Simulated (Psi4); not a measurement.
Job for Psi4: SAPT0/jun-cc-pV(D+d)Z on H6SSi (a complex), monomers drawn apart or pushed together.

```
memory 2025 MB

molecule dimer {
0 1
Si    0.03021972   -0.04359007   -0.28747626
H    -0.70531116    1.12782493    0.23898639
H    -0.11048240   -0.07116418   -1.76353628
H    -0.54497672   -1.28611747    0.27249975
H     1.46224075    0.05875849    0.06319781
--
0 1
S     0.18738992    0.04770931    3.09667920
H    -0.33245987    1.27810010    2.96226799
H    -1.01635380   -0.53720978    2.99180451
units angstrom
symmetry c1
no_reorient
no_com
}

set {
  basis jun-cc-pV(D+d)Z
  scf_type df
  freeze_core true
}

energy('sapt0')
```

Program output:

```
[...]
==> Input File <==

--------------------------------------------------------------------------
memory 2025 MB

molecule dimer {
0 1
Si    0.03021972   -0.04359007   -0.28747626
H    -0.70531116    1.12782493    0.23898639
H    -0.11048240   -0.07116418   -1.76353628
H    -0.54497672   -1.28611747    0.27249975
H     1.46224075    0.05875849    0.06319781
--
0 1
S     0.18738992    0.04770931    3.09667920
H    -0.33245987    1.27810010    2.96226799
H    -1.01635380   -0.53720978    2.99180451
units angstrom
symmetry c1
no_reorient
no_com
}

set {
  basis jun-cc-pV(D+d)Z
  scf_type df
  freeze_core true
}

energy('sapt0')
--------------------------------------------------------------------------


   => Loading Basis Set <=

    Name: JUN-CC-PV(D+D)Z
    Role: ORBITAL
    Keyword: BASIS
    atoms 1        entry SI         line   566 file jun-cc-pv_dpd_z.gbs
    atoms 2-5, 7-8 entry H          line    60 file jun-cc-pv_dpd_z.gbs
    atoms 6        entry S          line   698 file jun-cc-pv_dpd_z.gbs

   => Loading Basis Set <=

    Name: JUN-CC-PV(D+D)Z
    Role: ORBITAL
    Keyword: BASIS
    atoms 1        entry SI         line   566 file jun-cc-pv_dpd_z.gbs
    atoms 2-5, 7-8 entry H          line    60 file jun-cc-pv_dpd_z.gbs
    atoms 6        entry S          line   698 file jun-cc-pv_dpd_z.gbs


  //>>>>>>>>>>>>>>>>>>>>>>>>>>>>>>>>>>>//
  //              Dimer HF             //
  //<<<<<<<<<<<<<<<<<<<<<<<<<<<<<<<<<<<//

   => Libint2 <=

    Primary   basis highest AM E, G, H:  7, 6, 3
    Auxiliary basis highest AM E, G, H:  7, 7, 4
    Onebody   basis highest AM E, G, H:  -, -, -
    Solid Harmonics ordering:            Gaussian


   => Loading Basis Set <=

    Name: JUN-CC-PV(D+D)Z
    Role: ORBITAL
    Keyword: BASIS
    atoms 1        entry SI         line   566 file jun-cc-pv_dpd_z.gbs
    atoms 2-5, 7-8 entry H          line    60 file jun-cc-pv_dpd_z.gbs
    atoms 6        entry S          line   698 file jun-cc-pv_dpd_z.gbs


         ---------------------------------------------------------
                                   SCF
               by Justin Turney, Rob Parrish, Andy Simmonett
                          and Daniel G. A. Smith
                              RHF Reference
                        1 Threads,   1931 MiB Core
         ---------------------------------------------------------

  ==> Geometry <==

    Molecular point group: c1
    Full point group: C1

    Geometry (in Angstrom), charge = 0, multiplicity = 1:

       Center              X                  Y                   Z               Mass
    ------------   -----------------  -----------------  -----------------  -----------------
         SI           0.030219720000    -0.043590070000    -0.287476260000    27.976926534650
         H           -0.705311160000     1.127824930000     0.238986390000     1.007825032230
         H           -0.110482400000    -0.071164180000    -1.763536280000     1.007825032230
         H           -0.544976720000    -1.286117470000     0.272499750000     1.007825032230
         H            1.462240750000     0.058758490000     0.063197810000     1.007825032230
         S            0.187389920000     0.047709310000     3.096679200000    31.972071174400
         H           -0.332459870000     1.278100100000     2.962267990000     1.007825032230
         H           -1.016353800000    -0.537209780000     2.991804510000     1.007825032230

  Running in c1 symmetry.

  Rotational constants: A =      1.77397  B =      0.05025  C =      0.05022 [cm^-1]
  Rotational constants: A =  53182.38578  B =   1506.51130  C =   1505.47063 [MHz]
  Nuclear repulsion =   84.223051621490043

  Charge       = 0
  Multiplicity = 1
  Electrons    = 36
  Nalpha       = 18
  Nbeta        = 18

  ==> Algorithm <==

  SCF Algorithm Type is DF.
  DIIS enabled.
  MOM disabled.
  Fractional occupation disabled.
  Guess Type is SAD.
  Energy threshold   = 1.00e-08
  Density threshold  = 1.00e-08
  Integral threshold = 1.00e-12

  ==> Primary Basis <==

  Basis Set: JUN-CC-PV(D+D)Z
    Blend: JUN-CC-PV(D+D)Z
    Number of shells: 40
    Number of basis functions: 84
    Number of Cartesian functions: 88
    Spherical Harmonics?: true
    Max angular momentum: 2

   => Loading Basis Set <=

    Name: (JUN-CC-PV(D+D)Z AUX)
    Role: JKFIT
    Keyword: DF_BASIS_SCF
    atoms 1        entry SI         line   506 file jun-cc-pvdz-jkfit.gbs
    atoms 2-5, 7-8 entry H          line    70 file jun-cc-pvdz-jkfit.gbs
    atoms 6        entry S          line   666 file jun-cc-pvdz-jkfit.gbs

  ==> Integral Setup <==

  DFHelper Memory: AOs need 0.022 GiB; user supplied 1.414 GiB.
  SCF_SUBTYPE=INCORE selected. In-core MEM_DF algorithm will be used.
  Using in-core AOs.

  ==> MemDFJK: Density-Fitted J/K Matrices <==

    J tasked:                   Yes
    K tasked:                   Yes
    wK tasked:                   No
    OpenMP threads:               1
    Algorithm:                 Core
    Schwarz Cutoff:      
[...]
    6.730822    81A     14.149580
      82A     14.152294    83A     14.206642    84A    103.609622

    Final Occupation by Irrep:
              A
    DOCC [     9 ]
    NA   [     9 ]
    NB   [     9 ]

  @DF-RHF Final Energy:  -398.70125332939716

   => Energetics <=

    Nuclear Repulsion Energy =             12.8868420785077884
    One-Electron Energy =                -576.4630583537657458
    Two-Electron Energy =                 164.8749629458608013
    Total Energy =                       -398.7012533293971046

Computation Completed


Properties will be evaluated at   0.000000,   0.000000,   0.000000 [a0]

Properties computed using the SCF density matrix


 Multipole Moments:

 ------------------------------------------------------------------------------------
     Multipole            Electronic (a.u.)      Nuclear  (a.u.)        Total (a.u.)
 ------------------------------------------------------------------------------------

 L = 1.  Multiply by 2.5417464519 to convert [e a0] to [Debye]
 Dipole X            :         -3.5901190            3.1169616           -0.4731574
 Dipole Y            :         -2.6649406            2.8426003            0.1776597
 Dipole Z            :       -104.9552937          104.8815757           -0.0737179
 Magnitude           :                                                    0.5107595

 ------------------------------------------------------------------------------------

  Constructing Basis Sets for SAPT...

   => Loading Basis Set <=

    Name: (JUN-CC-PV(D+D)Z AUX)
    Role: RIFIT
    Keyword: DF_BASIS_SAPT
    atoms 1        entry SI         line   376 file jun-cc-pvdz-ri.gbs
    atoms 2-5, 7-8 entry H          line    30 file jun-cc-pvdz-ri.gbs
    atoms 6        entry S          line   488 file jun-cc-pvdz-ri.gbs

   => Loading Basis Set <=

    Name: (JUN-CC-PV(D+D)Z AUX)
    Role: JKFIT
    Keyword: DF_BASIS_ELST
    atoms 1        entry SI         line   506 file jun-cc-pvdz-jkfit.gbs
    atoms 2-5, 7-8 entry H          line    70 file jun-cc-pvdz-jkfit.gbs
    atoms 6        entry S          line   666 file jun-cc-pvdz-jkfit.gbs


  //>>>>>>>>>>>>>>>>>>>>>>>>>>>>>>>>>>>//
  //               SAPT0               //
  //<<<<<<<<<<<<<<<<<<<<<<<<<<<<<<<<<<<//



        SAPT0
    Ed Hohenstein
     6 June 2009

      Orbital Information
  --------------------------
    NSO        =        84
    NMO        =        84
    NRI        =       254
    NRI (Elst) =       380
    NOCC A     =         9
    NOCC B     =         9
    FOCC A     =         5
    FOCC B     =         5
    NVIR A     =        75
    NVIR B     =        75

    Elst10,r            =    -0.007523718496 [Eh]
    Exch10              =     0.014505650570 [Eh]
    Exch10 (S^2)        =     0.014331662381 [Eh]

    Maxiter = 50
    CPHF R converge = 1.000000E-08

    Iter     Energy [mEh]          dE [mEh]         Residual      Time [s]
       1      -1.54047927       1.540479267     4.772567e-03             0
       2      -1.82245122       0.281971953     7.083720e-04             0
       3      -1.81949659      -0.002954631     1.561458e-04             0
       4      -1.81764566      -0.001850927     2.554152e-05             0
       5      -1.81809926       0.000453599     4.487058e-06             0
       6      -1.81805274      -0.000046519     9.121936e-07             0
       7      -1.81805495       0.000002205     1.665027e-07             0
       8      -1.81805573       0.000000785     2.287791e-08             0
       9      -1.81805557      -0.000000160     3.039228e-09             0

    CHF Iterations converged

    Maxiter = 50
    CPHF R converge = 1.000000E-08

    Iter     Energy [mEh]          dE [mEh]         Residual      Time [s]
       1      -5.10780190       5.107801897     1.077149e-02             0
       2      -6.63882798       1.531026083     2.483363e-03             0
       3      -6.63419370      -0.004634277     7.441708e-04             0
       4      -6.61638971      -0.017803994     1.085309e-04             0
       5      -6.61887529       0.002485577     2.330011e-05             0
       6      -6.61890104       0.000025758     4.134865e-06             0
       7      -6.61883006      -0.000070981     8.138583e-07             0
       8      -6.61884147       0.000011408     1.364839e-07             0
       9      -6.61884020      -0.000001275     3.732150e-08             0
      10      -6.61884027       0.000000070     1.544373e-08             0
      11      -6.61884033       0.000000064     2.652684e-09             0

    CHF Iterations converged

    Ind20,r (A<-B)      =    -0.001818055571 [Eh]
    Ind20,r (B<-A)      =    -0.006618840329 [Eh]
    Ind20,r             =    -0.008436895900 [Eh]
    Exch-Ind20,r (A<-B) =     0.001558353670 [Eh]
    Exch-Ind20,r (B<-A) =     0.005903878269 [Eh]
    Exch-Ind20,r        =     0.007462231938 [Eh]
    Disp20              =    -0.004468362949 [Eh]
    Disp20 (SS)         =    -0.002234181474 [Eh]
    Disp20 (OS)         =    -0.002234181474 [Eh]
    Exch-Disp20         =     0.000861448018 [Eh]
    Exch-Disp20 (SS)    =     0.000476636854 [Eh]
    Exch-Disp20 (OS)    =     0.000384811164 [Eh]

    SAPT Results
  --------------------------------------------------------------------------------------------------------
    Electrostatics                 -7.52371850 [mEh]      -4.72120463 [kcal/mol]     -19.75352019 [kJ/mol]
      Elst10,r                     -7.52371850 [mEh]      -4.72120463 [kcal/mol]     -19.75352019 [kJ/mol]

    Exchange                       14.50565057 [mEh]       9.10243316 [kcal/mol]      38.08458032 [kJ/mol]
      Exch10                       14.50565057 [mEh]       9.10243316 [kcal/mol]      38.08458032 [kJ/mol]
      Exch10(S^2)                  14.33166238 [mEh]       8.99325392 [kcal/mol]      37.62777440 [kJ/mol]

    Induction                      -1.95487745 [mEh]      -1.22670412 [kcal/mol]      -5.13253005 [kJ/mol]
      Ind20,r                      -8.43689590 [mEh]      -5.29423211 [kcal/mol]     -22.15106713 [kJ/mol]
      Exch-Ind20,r                  7.46223194 [mEh]       4.68262124 [kcal/mol]      19.59208725 [kJ/mol]
      delta HF,r (2)               -0.98021349 [mEh]      -0.61509325 [kcal/mol]      -2.57355017 [kJ/mol]

    Dispersion                     -3.60691493 [mEh]      -2.26337329 [kcal/mol]      -9.46995385 [kJ/mol]
      Disp20                       -4.46836295 [mEh]      -2.80394008 [kcal/mol]     -11.73168531 [kJ/mol]
      Exch-Disp20                   0.86144802 [mEh]       0.54056679 [kcal/mol]       2.26173146 [kJ/mol]
      Disp20 (SS)                  -2.23418147 [mEh]      -1.40197004 [kcal/mol]      -5.86584265 [kJ/mol]
      Disp20 (OS)                  -2.23418147 [mEh]      -1.40197004 [kcal/mol]      -5.86584265 [kJ/mol]
      Exch-Disp20 (SS)              0.47663685 [mEh]       0.29909414 [kcal/mol]       1.25140989 [kJ/mol]
      Exch-Disp20 (OS)              0.38481116 [mEh]       0.24147265 [kcal/mol]       1.01032157 [kJ/mol]

  Total HF                          5.02705462 [mEh]       3.15452440 [kcal/mol]      13.19853009 [kJ/mol]
  Total SAPT0                       1.42013969 [mEh]       0.89115111 [kcal/mol]       3.72857624 [kJ/mol]

  Special recipe for scaled SAPT0 (see Manual):
    Electrostatics sSAPT0          -7.52371850 [mEh]      -4.72120463 [kcal/mol]     -19.75352019 [kJ/mol]
    Exchange sSAPT0                14.50565057 [mEh]       9.10243316 [kcal/mol]      38.08458032 [kJ/mol]
    Induction sSAPT0               -1.67978738 [mEh]      -1.05408250 [kcal/mol]      -4.41028116 [kJ/mol]
    Dispersion sSAPT0              -3.57515824 [mEh]      -2.24344567 [kcal/mol]      -9.38657666 [kJ/mol]
  Total sSAPT0                      1.72698645 [mEh]       1.08370036 [kcal/mol]       4.53420231 [kJ/mol]
  --------------------------------------------------------------------------------------------------------



*** Psi4 exiting successfully. Buy a developer a beer!
```

The run finished.

Cost: around 5 core-seconds (rough).
